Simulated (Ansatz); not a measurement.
`[OH][InH][B](Cl)Cl` + HI → `ClB(Cl)I` + `[OH][InH2]` at 298.15 K and 1 bar (cleavage of the B–In bond).

Program: Ansatz. Geometries: PBE0-D4/def2-TZVP. ΔE: electronic, gas phase. CCSD(T)/CBS adds triple-zeta CCSD(T) − MP2 to the extrapolated MP2 energy (def2 sets, frozen cores). def2 core potentials past Kr. For I, In outer-core shells are correlated without core-valence functions, which leaves a few kJ/mol of doubt a bond. Each species was taken in one conformer, which may not be the lowest.

```csv
species,CCSD(T)/CBS energy (Eh),H − E (kJ/mol),S (J/(mol·K))
`[OH][InH][B](Cl)Cl`,-1210.61969,90.1,393.6
HI,-298.03592,22.7,206.5
`ClB(Cl)I`,-1241.89456,32.7,318.8
`[OH][InH2]`,-266.78179,78.4,275.9
```

H − E and S are ideal-gas, rigid-rotor, harmonic terms from PBE0-D4/def2-TZVP, for one conformer and one mirror image of each species. 1 Eh = 2625.50 kJ/mol, R = 8.31446 J/(mol·K).

**Question.** By hand: ΔE, ΔH, ΔS and ΔG.

**Answer.** ΔE = (-1241.89456) + (-266.78179) − (-1210.61969) − (-298.03592) = -0.02074 Eh = -54.5 kJ/mol. Δ(H − E) = 32.7 + 78.4 − 90.1 − 22.7 = -1.7, so ΔH = -56.2 kJ/mol. ΔS = 318.8 + 275.9 − 393.6 − 206.5 = -5.4 J/(mol·K). ΔG = -56.2 − 298.15 × (-5.4)/1000 = -54.6 kJ/mol.

**Question.** By hand: the equilibrium constant, and the temperature at which ΔG would vanish if ΔH and ΔS stayed fixed.

**Answer.** log₁₀ K = −ΔG/(RT ln 10) = 9.6. ΔG = 0 at ΔH/ΔS = 10407 K, far beyond where these terms or the molecules hold.

The number of gas molecules stays the same, so ΔS is small and ΔH decides. A doubt of 5 kJ/mol in ΔE shifts log₁₀ K by 0.9 here. Other conformers and mirror images would add mixing entropy, several J/(mol·K) or more a flexible species. Modes under 60 cm⁻¹, often nearly free rotors, make the harmonic entropy too high. These are equilibria of isolated gas molecules and say nothing of rates. Largest T1 diagnostic: 0.017 (customary marks: 0.02 for closed shells, 0.045 for open ones).
